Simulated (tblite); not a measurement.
Compound: C7H12O2Si.
SMILES with atom numbers: `[CH2:1]=[CH:2][C@:3]([CH:4]=[O:5])([CH2:6][SiH3:7])[C:8]([CH3:9])=[O:10]` (hydrogens: H11, H12 on C1; H13 on C2; H14 on C4; H15, H16 on C6; H17, H18, H19 on Si7; H20, H21, H22 on C9)

A start from a force field or distance geometry was refined with tblite, GFN2-xTB geometry optimisation, gas phase. Values at the start:

```tsv
coordinate	start
C1–H11	1.087 Å
C1–H12	1.088 Å
C2–C3	1.488 Å
C2–H13	1.114 Å
C3–C4	1.490 Å
C3–C6	1.492 Å
C3–C8	1.520 Å
C4=O5	1.245 Å
C4–H14	1.083 Å
C6–Si7	1.858 Å
C6–H15	1.109 Å
C6–H16	1.136 Å
Si7–H17	1.468 Å
C8–C9	1.479 Å
C8=O10	1.227 Å
C9–H20	1.112 Å
C1–C2–C3	121.8°
C2–C3–C4	107.8°
C3–C4–O5	116.3°
C3–C8–C9	119.9°
C3–C8–O10	116.5°
C4–C3–C6	113.9°
C4–C3–C8	108.1°
C6–C3–C8	108.3°
C1–C2–C3–C4	-54°
C2–C3–C4–O5	-2°
C2–C3–C6–Si7	60°
C2–C3–C8–C9	60°
```

Q: How do these coordinates change at the GFN2-xTB level?

A: 
| coordinate | GFN2-xTB (Å or °) | change |
| --- | --- | --- |
| C6–Si7 | 1.921 | +0.063 |
| C6–H16 | 1.089 | -0.047 |
| C4=O5 | 1.199 | -0.046 |
| C3–C6 | 1.526 | +0.034 |
| C2–H13 | 1.081 | -0.033 |
| C2–C3 | 1.515 | +0.027 |
| C8–C9 | 1.504 | +0.025 |
| C9–H20 | 1.088 | -0.024 |
| C8=O10 | 1.204 | -0.023 |
| C4–H14 | 1.101 | +0.018 |
| C6–H15 | 1.091 | -0.018 |
| C3–C4 | 1.506 | +0.016 |
| C3–C8 | 1.533 | +0.013 |
| C1–H11 | 1.076 | -0.011 |
| C1–H12 | 1.078 | -0.010 |
| Si7–H17 | 1.460 | -0.008 |
| C3–C4–O5 | 123.4 | +7.1 |
| C3–C8–O10 | 122.3 | +5.8 |
| C2–C3–C4 | 102.5 | -5.3 |
| C3–C8–C9 | 114.9 | -5.0 |
| C6–C3–C8 | 112.1 | +3.8 |
| C4–C3–C6 | 110.2 | -3.7 |
| C4–C3–C8 | 110.6 | +2.5 |
| C1–C2–C3 | 124.1 | +2.3 |
| C2–C3–C4–O5 | -95 | -93 |
| C1–C2–C3–C4 | -77 | -23 |
| C2–C3–C6–Si7 | 74 | +14 |
| C2–C3–C8–C9 | 70 | +10 |

The energy falls by 21.1 kcal/mol over 226 L-BFGS steps, the largest force on an atom goes from 4.14 to 0.010 eV/Å, and the atoms move by 0.528 Å rms after alignment. The bond that changes most is C6–Si7 (sp3 carbon bound to silicon to SiH3 silicon), which lengthens by 0.063 Å. Bonds longer at the end by more than 0.005 Å: 7 of 21; shorter: 13. Among the dihedrals that turn most is C6–C3–C4–H14, from -58° to -158°. Rotational constants go from 1467, 942.1, 800.3 to 1660, 821.6, 786.7 MHz.

Its GFN2-xTB frequencies are all real (lowest 22 cm⁻¹). The numbers are those of one conformer.

All values are computed, not measured.
